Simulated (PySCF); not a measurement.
O2Ti, charge -1, doublet, geometry from GFN2-xTB (such geometries of metal compounds can be far from the true shape) (the multiplicity is a formal guess).

Here is a job for PySCF.
```python
from pyscf import gto, scf, dft

mol = gto.M(
    atom='''
Ti    0.17671029    0.03381783    0.21252698
O     0.89488978    0.15312000   -1.27009293
O    -1.38084307   -0.24611904    0.68564374
''',
    basis='6-31g**',
    charge=-1,
    spin=1,
    verbose=4,
)

mf = dft.UKS(mol)
mf.xc = 'wb97x'
mf = mf.density_fit(auxbasis='def2-universal-jkfit')
mf.kernel()
```

Task: What does this run give for the HOMO energy, number of basis functions?

Result: 
```yaml
HOMO energy: -1.15 eV
number_of_basis_functions: 62
```

These values belong to the state on which the SCF converged, which isn't shown to be the lowest.
